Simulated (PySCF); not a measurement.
C₆H₃B. Atoms are numbered in the order given.

```xyz
10

B      0.0000     0.0000     0.0000
C     -1.5253     0.0000     0.0000
C     -2.7564     0.0000     0.0000
H     -3.8388     0.0000     0.0000
C      0.7626     1.3209     0.0000
C      1.3782     2.3871     0.0000
H      1.9194     3.3245     0.0000
C      0.7626    -1.3209     0.0000
C      1.3782    -2.3871     0.0000
H      1.9194    -3.3245     0.0000
```
Charge 0, spin multiplicity 1.

Geometry: PBE-D3(BJ)/def2-SVP.

These are PBE-D3(BJ)/def2-SVP in PySCF values and carry that method's errors.

No scaling factor is applied to the harmonic values.

Modes within 1.5 cm⁻¹ of each other (mostly degenerate sets) share a row, with their intensities summed.

Give all harmonic wavenumbers and intensities. (The exact figures need the calculation; the answer reports its results.)


| mode | ν (cm⁻¹) | IR (km/mol) | moving atoms (share of kinetic energy) |
|---|---|---|---|
| 1–2 | 107 | 3.6 | C 77 %, H 17 % |
| 3 | 137 | 8.7 | C 59 %, B 21 %, H 20 % |
| 4–5 | 277 | 0.0 | C 85 %, H 15 % |
| 6 | 299 | 0.0 | C 88 %, H 12 % |
| 7–8 | 486 | 10.7 | C 92 % |
| 9 | 557 | 0.0 | C 95 % |
| 10 | 636 | 29.9 | B 66 %, C 30 % |
| 11 | 640 | 0.0 | H 77 %, C 23 % |
| 12–13 | 643 | 117.9 | H 76 %, C 24 % |
| 14–16 | 736 | 67.8 | H 74 %, C 26 % |
| 17–18 | 1115 | 372.9 | B 78 %, C 20 % |
| 19 | 2093 | 0.0 | C 91 %, H 9 % |
| 20–21 | 2100 | 346.3 | C 89 %, H 9 % |
| 22–24 | 3393 | 143.0 | H 86 %, C 14 % |
